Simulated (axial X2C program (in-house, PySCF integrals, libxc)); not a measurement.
Potential curves of WBr⁺, 2c

All values were computed with an in-house all-electron X2C program for linear molecules (integrals from PySCF). Two-component (2c) means X2C with spin–orbit coupling and atomic mean-field two-electron Coulomb and Gaunt terms. Basis: W dyall-cv3z [13s14p9d7f4g], Br dyall-cv3z [8s9p6d4f1g] (cores contracted in-house); Gaussian nuclei, density fitting, unrestricted open shells. Masses: W 183.951 u, Br 78.918 u.

State: Ω = 1 (⟨Sz⟩ = 1.94, ⟨Lz⟩ = -0.94 at BHandHLYP). Energies in kJ/mol from the lowest point of each curve. Fits are polynomials in 1 − R0/R over 0.85 to 1.23 times the lowest point R0.

```json
{"R (Å)": "2.0010", "BHandHLYP": "144.10", "PBE0": "131.46", "CCSD": ""}
{"R (Å)": "2.0930", "BHandHLYP": "60.81", "PBE0": "52.87", "CCSD": "64.87"}
{"R (Å)": "2.1620", "BHandHLYP": "24.97", "PBE0": "20.11", "CCSD": "27.35"}
{"R (Å)": "2.2310", "BHandHLYP": "6.06", "PBE0": "3.85", "CCSD": "7.11"}
{"R (Å)": "2.3000", "BHandHLYP": "0.00", "PBE0": "0.00", "CCSD": "0.00"}
{"R (Å)": "2.3805", "BHandHLYP": "4.90", "PBE0": "6.94", "CCSD": "3.96"}
{"R (Å)": "2.4610", "BHandHLYP": "18.98", "PBE0": "22.54", "CCSD": "17.36"}
{"R (Å)": "2.5645", "BHandHLYP": "45.92", "PBE0": "50.66", "CCSD": "43.75"}
{"R (Å)": "2.6910", "BHandHLYP": "86.35", "PBE0": "91.49", "CCSD": ""}
{"R (Å)": "2.8750", "BHandHLYP": "149.24", "PBE0": "153.66", "CCSD": ""}
```

Correlated methods: 12 electrons correlated (number of frozen shells: W 5 s, 4 p, 2 d, 1 f; Br 3 s, 2 p, 1 d), 330 virtual spin orbitals or spinors in MP2, 90 natural virtuals in coupled cluster.

Occupations by symmetry block were frozen at the best pattern of an incomplete PBE0 search. Density functionals use the spin component along the axis (collinear). CCSD ran in a truncated set of natural virtual spinors with an MP2 remainder; without triples it tends to underbind. The functionals have no current-density term, which raises determinants with orbital currents, atoms included. With several unpaired electrons one determinant need not be a pure state. Open-shell Ω = 0 determinants with evenly filled partner blocks cannot be reached by this program, so the Ω shown need not be the lowest component. The determinant is spin-polarised beyond a pure state at some levels (its spin-free form has ⟨S²⟩ too high), which makes Re and μ there less reliable. With the outer-core shells frozen, correlated bond lengths of heavy atoms tend to come out a few hundredths of an ångström too long. Coupled cluster ran on the points near the minimum only. MP2 and coupled cluster on one determinant become unreliable at the stretched end.

Question: What are Re and ωe at the BHandHLYP level?

Answer: At BHandHLYP, 2c: Re = 2.306 Å, ωe ≈ 316 cm⁻¹; Be follows as 0.0574 cm⁻¹.

Question: What are Re and ωe at the PBE0 level?

Answer: At PBE0, 2c: Re = 2.291 Å, ωe ≈ 319 cm⁻¹; Be follows as 0.0582 cm⁻¹.

Question: Fit the CCSD curve near its minimum: give the equilibrium distance and the harmonic wavenumber.

Answer: At CCSD, 2c: Re = 2.312 Å, ωe ≈ 315 cm⁻¹; Be follows as 0.0571 cm⁻¹.
